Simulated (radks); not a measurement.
Results of a calculation; reference values are marked as such.
Neutral tantalum, configuration [Xe] 4f14 5d3 6s1 7f1 (not the ground configuration). Level of theory: scalar-relativistic Kohn-Sham, PBEsol, spin-polarised, spherical densities, point nucleus; open shells are filled with parallel spins first (spin-orbit coupling, left out, can overturn this in heavy ions) (a radial shooting solver on a logarithmic mesh with Libxc functionals).

Unscreened Slater integrals over Kohn-Sham orbitals (eV). They are taken over the spin-up orbitals.

integral,value
"F0(7f,7f)",0.58249
"F2(7f,7f)",0.29670
"F4(7f,7f)",0.21336
"F6(7f,7f)",0.16982
"F0(7f,5d)",0.91442
"F2(7f,5d)",0.037870
"F4(7f,5d)",0.010593
"G1(7f,5d)",0.011106
"G3(7f,5d)",0.0064011
"G5(7f,5d)",0.0043917
"F0(7f,6s)",0.91297
"G3(7f,6s)",0.017345
"F0(7f,4f)",0.91545
"F2(7f,4f)",0.0045235
"F4(7f,4f)",0.00049238
"F6(7f,4f)",0.00023017
"G0(7f,4f)",0.00039887
"G2(7f,4f)",0.00034664
"G4(7f,4f)",0.00023905
"G6(7f,4f)",0.00017711
"F0(5d,5d)",11.838
"F2(5d,5d)",5.9822
"F4(5d,5d)",3.8824
"F0(5d,6s)",9.2909
"G2(5d,6s)",2.9598
"F0(5d,4f)",15.585
"F2(5d,4f)",3.3231
"F4(5d,4f)",1.5298
"G1(5d,4f)",1.3564
"G3(5d,4f)",1.1236
"G5(5d,4f)",0.86087
"F0(6s,6s)",8.1690
"F0(6s,4f)",10.693
"G3(6s,4f)",0.33969
"F0(4f,4f)",39.334
"F2(4f,4f)",18.787
"F4(4f,4f)",11.807
"F6(4f,4f)",8.4998

Derived for the open shells (J is the average intra-shell exchange parameter used in DFT+U). 5d: Racah B = F2/49 - 5 F4/441 = 0.07807 eV, C = 35 F4/441 = 0.3081 eV, C/B = 3.95, F4/F2 = 0.649, J = (F2 + F4)/14 = 0.7046 eV. 7f: F4/F2 = 0.719, F6/F2 = 0.572, J = (286 F2 + 195 F4 + 250 F6)/6435 = 0.02625 eV.
